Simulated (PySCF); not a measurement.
C$_{2}$H$_{8}$FGaN$_{2}$ (SMILES C[NH][Ga]([F])[NH]C), singlet, at a GFN2-xTB geometry (such geometries of metal compounds can be far from the true shape); CASSCF(8,6)/STO-3G (PySCF).

The PySCF input:
```python
from pyscf import gto, scf, mcscf
import numpy

mol = gto.M(
    atom='''
Ga    0.058225    0.152265    0.214836
F     0.327563    1.693269    1.015341
N    -0.932107    0.188135   -1.362435
C    -1.677866    1.384056   -1.753239
H    -1.469657   -0.650357   -1.557207
H    -2.700001    1.404747   -1.361336
H    -1.721631    1.437885   -2.844818
H    -1.147317    2.264854   -1.386651
N     1.162164   -1.201011    0.836864
C     1.044297   -2.603188    0.452717
H     1.393180   -1.106152    1.821797
H     0.337369   -3.167939    1.070645
H     2.026031   -3.079263    0.528627
H     0.720004   -2.658501   -0.586904
''',
    basis='sto-3g',
    charge=0,
    spin=0,
    verbose=4,
)

mf = scf.RHF(mol)
mf.kernel()
mc = mcscf.CASSCF(mf, 6, 8)
mc.fix_spin_(ss=0.0)
mc.kernel()
occ = numpy.linalg.eigvalsh(mc.fcisolver.make_rdm1(mc.ci, mc.ncas, mc.nelecas))[::-1]
ss = mc.fcisolver.spin_square(mc.ci, mc.ncas, mc.nelecas)[0]
print('natural occupations', occ.round(4), ' <S^2>', round(ss, 4))
```

Question: Write the output that PySCF gives for this input, abridged.

Answer: 
```
PySCF version 2.14.0

[INPUT] verbose = 4
[INPUT] num. atoms = 14
[INPUT] num. electrons = 74
[INPUT] charge = 0
[INPUT] spin (= nelec alpha-beta = 2S) = 0
[INPUT] symmetry False subgroup None
[INPUT] Mole.unit = angstrom
[INPUT] Symbol           X                Y                Z      unit          X                Y                Z       unit  Magmom
[...]
nuclear repulsion = 471.092069733456
number of shells = 31
number of NR pGTOs = 153
number of NR cGTOs = 51
basis = sto-3g
ecp = {}

******** <class 'pyscf.scf.hf.RHF'> ********
method = RHF
initial guess = minao
damping factor = 0
level_shift factor = 0
DIIS = <class 'pyscf.scf.diis.CDIIS'>
diis_start_cycle = 1
diis_space = 8
diis_damp = 0
SCF conv_tol = 1e-09
SCF conv_tol_grad = None
SCF max_cycles = 50
direct_scf = True
direct_scf_tol = 1e-13
Set gradient conv threshold to 3.16228e-05
Initial guess from minao.
init E= -2183.862210072
[...]
cycle= 1 E= -2185.71175563029  delta_E= -1.85  |g|= 0.588  |ddm|= 4.42
[...]
cycle= 2 E= -2185.89924554936  delta_E= -0.187  |g|= 0.128  |ddm|= 1.28
[...]
cycle= 3 E= -2185.90831054906  delta_E= -0.00906  |g|= 0.0414  |ddm|= 0.281
[...]
cycle= 4 E= -2185.90944947964  delta_E= -0.00114  |g|= 0.0137  |ddm|= 0.101
[...]
cycle= 5 E= -2185.90966418083  delta_E= -0.000215  |g|= 0.00608  |ddm|= 0.0471
[...]
cycle= 6 E= -2185.9097339062  delta_E= -6.97e-05  |g|= 0.00275  |ddm|= 0.0319
[...]
cycle= 7 E= -2185.90975001466  delta_E= -1.61e-05  |g|= 0.00148  |ddm|= 0.015
[...]
cycle= 8 E= -2185.9097557983  delta_E= -5.78e-06  |g|= 0.000506  |ddm|= 0.0114
[...]
cycle= 9 E= -2185.90975640691  delta_E= -6.09e-07  |g|= 0.000184  |ddm|= 0.00381
[...]
cycle= 10 E= -2185.90975646539  delta_E= -5.85e-08  |g|= 7.72e-05  |ddm|= 0.000973
[...]
cycle= 11 E= -2185.90975647765  delta_E= -1.23e-08  |g|= 3.7e-05  |ddm|= 0.000469
[...]
cycle= 12 E= -2185.90975648131  delta_E= -3.66e-09  |g|= 1.57e-05  |ddm|= 0.000271
[...]
cycle= 13 E= -2185.90975648195  delta_E= -6.42e-10  |g|= 7.46e-06  |ddm|= 0.000111
[...]
Extra cycle  E= -2185.90975648202  delta_E= -7.28e-11  |g|= 5.12e-06  |ddm|= 2.09e-05
converged SCF energy = -2185.90975648202

******** <class 'pyscf.mcscf.mc1step.CASSCF'> ********
CAS (4e+4e, 6o), ncore = 33, nvir = 12
max_cycle_macro = 50
max_cycle_micro = 4
conv_tol = 1e-07
conv_tol_grad = None
orbital rotation max_stepsize = 0.02
orbital rotation threshold for CI restart = 0.01
augmented hessian ah_max_cycle = 30
augmented hessian ah_conv_tol = 1e-12
augmented hessian ah_linear dependence = 1e-14
augmented hessian ah_level shift = 1e-08
augmented hessian ah_start_tol = 2.5
augmented hessian ah_start_cycle = 3
augmented hessian ah_grad_trust_region = 3
kf_trust_region = 3
kf_interval = 4
ci_response_space = 4
ci_grad_trust_region = 3
with_dep4 0
natorb = False
canonicalization = True
sorting_mo_energy = False
ao2mo_level = 2
internal_rotation = False
******** <class 'pyscf.fci.addons.SpinPenaltyFCISolver'> ********
max. cycles = 50
conv_tol = 1e-08
davidson only = True
linear dependence = 1e-12
level shift = 0.001
max iter space = 12
nroots = 1
pspace_size = 400
spin = None
CASCI E = -2185.92068631853  S^2 = 0.0000000
Set conv_tol_grad to 0.000316228
macro iter   1 ( 17 JK    4 micro), CASSCF E = -2185.92984033032  dE = -9.15401179e-03  S^2 = 0.0000000
               |grad[o]|=0.0472  |grad[c]|=0.0278  |ddm|=0.168  |maxRot[o]|=0.147
macro iter   2 ( 21 JK    4 micro), CASSCF E = -2185.93413926305  dE = -4.29893273e-03  S^2 = 0.0000000
               |grad[o]|=0.0569  |grad[c]|=0.0367  |ddm|=0.0758  |maxRot[o]|=0.0889
macro iter   3 ( 21 JK    4 micro), CASSCF E = -2185.93550444813  dE = -1.36518508e-03  S^2 = 0.0000000
               |grad[o]|=0.0418  |grad[c]|=0.0155  |ddm|=0.0463  |maxRot[o]|=0.0502
macro iter   4 (  7 JK    2 micro), CASSCF E = -2185.93828593210  dE = -2.78148397e-03  S^2 = 0.0000000
               |grad[o]|=0.0336  |grad[c]|=0.0538  |ddm|=0.0326  |maxRot[o]|=0.0698
[...]
               |grad[o]|=0.000314  |grad[c]|=0.00148  |ddm|=0.00284  |maxRot[o]|=0.0194
macro iter  33 (  7 JK    2 micro), CASSCF E = -2185.95481522423  dE = -6.58941690e-06  S^2 = 0.0000000
               |grad[o]|=0.000429  |grad[c]|=0.00214  |ddm|=0.00489  |maxRot[o]|=0.0242
macro iter  34 ( 19 JK    4 micro), CASSCF E = -2185.95480851872  dE =  6.70550935e-06  S^2 = 0.0000000
               |grad[o]|=0.000721  |grad[c]|=0.000239  |ddm|=0.00213  |maxRot[o]|=0.028
macro iter  35 ( 21 JK    4 micro), CASSCF E = -2185.95480632630  dE =  2.19242565e-06  S^2 = 0.0000000
               |grad[o]|=0.000518  |grad[c]|=0.0015  |ddm|=0.00172  |maxRot[o]|=0.00705
macro iter  36 ( 25 JK    4 micro), CASSCF E = -2185.95480701801  dE = -6.91713467e-07  S^2 = 0.0000000
               |grad[o]|=0.000443  |grad[c]|=0.000347  |ddm|=0.000475  |maxRot[o]|=0.00134
macro iter  37 (  7 JK    2 micro), CASSCF E = -2185.95481443815  dE = -7.42013754e-06  S^2 = 0.0000000
               |grad[o]|=0.00024  |grad[c]|=0.00151  |ddm|=0.00278  |maxRot[o]|=0.0179
macro iter  38 (  9 JK    3 micro), CASSCF E = -2185.95480092172  dE =  1.35164319e-05  S^2 = 0.0000000
               |grad[o]|=0.00027  |grad[c]|=0.00368  |ddm|=0.00506  |maxRot[o]|=0.0253
macro iter  39 ( 21 JK    4 micro), CASSCF E = -2185.95479887144  dE =  2.05027527e-06  S^2 = 0.0000000
               |grad[o]|=0.000611  |grad[c]|=0.000902  |ddm|=0.00107  |maxRot[o]|=0.00334
macro iter  40 ( 25 JK    4 micro), CASSCF E = -2185.95480593492  dE = -7.06348055e-06  S^2 = 0.0000000
               |grad[o]|=0.000492  |grad[c]|=0.00028  |ddm|=0.000409  |maxRot[o]|=0.00942
macro iter  41 (  7 JK    2 micro), CASSCF E = -2185.95481387484  dE = -7.93992240e-06  S^2 = 0.0000000
               |grad[o]|=0.00022  |grad[c]|=0.00166  |ddm|=0.00297  |maxRot[o]|=0.0149
macro iter  42 (  9 JK    3 micro), CASSCF E = -2185.95480005539  dE =  1.38194505e-05  S^2 = 0.0000000
               |grad[o]|=0.00031  |grad[c]|=0.00397  |ddm|=0.00549  |maxRot[o]|=0.0231
macro iter  43 ( 21 JK    4 micro), CASSCF E = -2185.95479911155  dE =  9.43840405e-07  S^2 = 0.0000000
               |grad[o]|=0.000542  |grad[c]|=0.000999  |ddm|=0.00126  |maxRot[o]|=0.002
macro iter  44 ( 25 JK    4 micro), CASSCF E = -2185.95480598010  dE = -6.86854764e-06  S^2 = 0.0000000
               |grad[o]|=0.000446  |grad[c]|=0.000268  |ddm|=0.000446  |maxRot[o]|=0.00867
macro iter  45 (  7 JK    2 micro), CASSCF E = -2185.95481387977  dE = -7.89966543e-06  S^2 = 0.0000000
               |grad[o]|=0.000208  |grad[c]|=0.00168  |ddm|=0.00303  |maxRot[o]|=0.0139
macro iter  46 (  9 JK    3 micro), CASSCF E = -2185.95479951556  dE =  1.43642033e-05  S^2 = 0.0000000
               |grad[o]|=0.000322  |grad[c]|=0.00426  |ddm|=0.00592  |maxRot[o]|=0.0221
macro iter  47 ( 21 JK    4 micro), CASSCF E = -2185.95480032389  dE = -8.08331151e-07  S^2 = 0.0000000
               |grad[o]|=0.000563  |grad[c]|=0.0013  |ddm|=0.00168  |maxRot[o]|=0.00306
macro iter  48 (  6 JK    2 micro), CASSCF E = -2185.95481289741  dE = -1.25735141e-05  S^2 = 0.0000000
               |grad[o]|=0.00041  |grad[c]|=0.00284  |ddm|=0.00503  |maxRot[o]|=0.0184
macro iter  49 (  5 JK    2 micro), CASSCF E = -2185.95481619502  dE = -3.29760769e-06  S^2 = 0.0000000
               |grad[o]|=0.000297  |grad[c]|=0.00134  |ddm|=0.00271  |maxRot[o]|=0.0124
macro iter  50 ( 14 JK    4 micro), CASSCF E = -2185.95480814753  dE =  8.04748561e-06  S^2 = 0.0000000
               |grad[o]|=0.000406  |grad[c]|=0.00179  |ddm|=0.00136  |maxRot[o]|=0.0188
1-step CASSCF not converged,  50 macro (668 JK 153 micro) steps
CASSCF canonicalization
Density matrix diagonal elements [1.9777318  1.93271632 1.80685726 1.98290053 0.21559593 0.08419816]
CASSCF energy = -2185.95480814753
CASCI E = -2185.95480814753  E(CI) = -17.0901292120880  S^2 = 0.0000000
natural occupations [1.9928 1.9849 1.9777 1.848  0.1649 0.0317]  <S^2> 0.0
```

The run did not converge; its last values are not results.
